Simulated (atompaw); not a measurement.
## Cu PAW (atompaw): all-electron and pseudo phase curves

* Element: copper (Cu)
* Generator: atompaw 4.2.0.5
* Type: PAW
* Functional: LDA (PW92)
* Relativity: scalar-relativistic
* Frozen core: [Ar]
* Valence charge: 11
* Reference configuration: 3d10 4s1 4p0
* Partial waves: 4s (bound); 4s channel at 1.08 Ry; 4p (bound, empty); 4p channel at 3.2 Ry; 3d (bound); 3d channel at 0.05 Ry
* Local potential: bessel scheme, radius 1.85 bohr
* Core correction: smooth core density matched at 1.35 bohr
* Augmentation charge: sinc compensation charge, radius 2.15 bohr; PAW radius 2.50 bohr; waves and projectors: bloechl

The phase is arctan(r·u′/u) with u = r·R(r), unwrapped; energies in Ry, scanned from -2 to 5 Ry. A pole is an energy at which the radial function vanishes at the test radius. The pseudo phase is shifted by a multiple of π to meet the all-electron one at the reference energy, and phase errors are pseudo minus all-electron; the curves can meet again beyond the range given. Levels narrower than the energy grid can be missing from the lists of poles.

```csv
channel,radius (bohr),reference energy (Ry),"poles, all-electron","poles, pseudo",unbroken range about the reference energy with phases within 0.05 rad,phase error 1 Ry above the reference energy (rad)
s,2.51,-0.36,1.43,"0.50, 1.43",below 0.5,-3.140
p,2.51,-0.06,2.51,2.51,the whole range,-0.001
d,2.51,-0.39,"-0.28, 4.48",-0.28,below 1.6,+0.001
```

Phases in the p channel:

```tsv
E (Ry)	all-electron	pseudo
-2.00	1.265	1.264
-1.52	1.214	1.214
-1.04	1.132	1.131
-0.56	0.976	0.975
-0.08	0.593	0.593
0.40	-0.356	-0.357
0.88	-1.080	-1.080
1.36	-1.346	-1.346
1.84	-1.471	-1.471
2.32	-1.547	-1.547
2.80	-1.603	-1.603
3.28	-1.651	-1.651
3.76	-1.700	-1.700
4.24	-1.756	-1.757
4.72	-1.833	-1.837
```
